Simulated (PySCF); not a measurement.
Mapped SMILES: `[CH3:1][CH2:2][O:3][CH2:4][O:5][CH:6]([F:7])[F:8]` (H(Xn): hydrogen on atom n).

Computed data (PySCF 2.14.0 with density-fitted response routines): PBE0/pcSseg-1 with gauge-including orbitals, coordinates at the GFN2-xTB level. Fast rotation and ring inversion assumed for equivalent nuclei, in vacuum, non-relativistic Hamiltonian, a single conformation.

Predict the 2D correlation tables (HSQC, COSY, HMBC).

Results:



HSQC (one-bond C–H):
```tsv
δH	δC
6.69 (H(C6))	122.4 (C6)
5.19 (H(C4))	95.4 (C4)
3.85 (H(C2))	68.6 (C2)
1.35 (H(C1))	17.1 (C1)
```

COSY cross peaks (H two or three bonds apart, from the bond graph; peaks can be absent where the dihedral angle is near 90°):
```tsv
δH	δH
3.85 (H(C2))	1.35 (H(C1))
```

HMBC (two and three bonds, from the bond graph):
```tsv
δH	δC
6.69 (H(C6))	95.4 (C4)
5.19 (H(C4))	122.4 (C6), 68.6 (C2)
3.85 (H(C2))	95.4 (C4), 17.1 (C1)
1.35 (H(C1))	68.6 (C2)
```

Scale: TMS for 1H, 13C (reference shieldings calculated alike).

Short H···H contacts in this conformer between protons four or more bonds apart (candidates for NOE cross peaks, intensity ∝ r⁻⁶): H(C2)···H(C4) 2.36 Å, H(C4)···H(C6) 2.70 Å.

Shifts are as computed. Against solution values, carbons near 30 ppm lie about +3 ppm off and those near 130 ppm about +5 ppm. Of 1309 compounds with measured shifts, 239 miss one by over three times the rms of a fit or turn the order of signals round; such compounds aren't used in these exercises.
